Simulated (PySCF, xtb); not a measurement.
H5Sb, SMILES [SbH5].

Harmonic wavenumbers (cm⁻¹) from GFN2-xTB (xtb) at its own minimum, in rising order: 294, 294, 779, 805, 805, 1062, 1062, 1336, 1411, 1690, 1805, 1805.

Problem. What does PBE-D3(BJ)/def2-TZVP in PySCF 2.14.0 give at its own minimum? (An estimate is asked for; the answer gives what the named calculation found.)

Solution. 407, 407, 806, 806, 868, 1032, 1032, 1576, 1608, 1827, 1827, 1856. Paired by order, the mean absolute difference is 85 cm⁻¹ and the zero-point energies are 18.8 and 20.1 kcal/mol.
